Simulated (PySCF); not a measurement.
# Two-component Hartree-Fock for Sb⁺ (antimony, charge +1)

Start: [Kr] 4d10 5s1 5p3; 5s1/2 filled at m_j = +1/2; 5p3/2 filled at m_j = -1/2, +1/2, +3/2. Calculated with PySCF 2.14 in x2c-TZVPall-2c: generalised Hartree-Fock with the X2C-1e Hamiltonian and a Gaussian nucleus; one run each with spin-orbit coupling (SO) switched off, then screened by Boettger's factors. This is a chosen level, not necessarily the ground level.

| spinor shell | electrons | ε, spin-free (eV) | ε, screened SO (eV) | weight of nominal j (screened SO) | rms radius, screened SO (bohr) |
| --- | --- | --- | --- | --- | --- |
| 1s1/2 | 2 | -30653.8 | -30650.8 | 1.000 | 0.0325 |
| 2s1/2 | 2 | -4767.9 | -4767.0 | 1.000 | 0.133 |
| 2p1/2 | 2 | -4274.3 | -4449.1 | 1.000 | 0.115 |
| 2p3/2 | 4 | -4274.3 | -4194.9 | 1.000 | 0.120 |
| 3s1/2 | 2 | -983.22 | -982.97 | 1.000 | 0.352 |
| 3p1/2 | 2 | -818.46 | -851.69 | 1.000 | 0.345 |
| 3p3/2 | 4 | -818.46 | -803.23 | 1.000 | 0.356 |
| 3d3/2 | 4 | -567.54 | -573.29 | 1.000 | 0.329 |
| 3d5/2 | 6 | -567.54 | -563.44 | 1.000 | 0.332 |
| 4s1/2 | 2 | -185.85 | -185.77 | 1.000 | 0.844 |
| 4p1/2 | 2 | -133.09 | -139.29 | 0.999 | 0.892 |
| 4p3/2 | 4 | -133.09 | -130.21 | 0.999 | 0.921 |
| 4d3/2 | 4 | -53.687 | -54.518 | 0.957 | 1.11 |
| 4d5/2 | 6 | -53.687 | -53.052 | 0.971 | 1.11 |
| 5s1/2 | 1 | -29.739 | -29.704 | 1.000 | 2.34 |
| 5p3/2 | 3 | -17.858 | -17.871 | 0.627 | 2.80 |

| quantity | spin-free | screened SO |
| --- | --- | --- |
| E (hartree) | -6476.69194 | -6478.35584 |
| M_J | 2 | 2 |
| ⟨J²⟩ | 6.004 | 6.004 |
| ⟨L²⟩ | 0.000 | 0.037 |
| ⟨S²⟩ | 6.004 | 5.987 |

Each row is a mean over spinors that exchange with the open shell spreads, by up to 0.948 eV (4s1/2).

Rows whose weight is well below 1 are mixtures of j = l ± 1/2: exchange outweighs spin-orbit coupling there, and the label is only the starting occupation.

Breit and QED terms are absent; they matter most for the inner s and p1/2 levels.

Densities and radii are taken from the X2C orbitals without a picture-change correction, which distorts them close to the nucleus.

Without spin-orbit coupling the j labels of p, d and f shells carry no meaning; the spin-free column gives the mean over the occupied spinors of each nl shell.
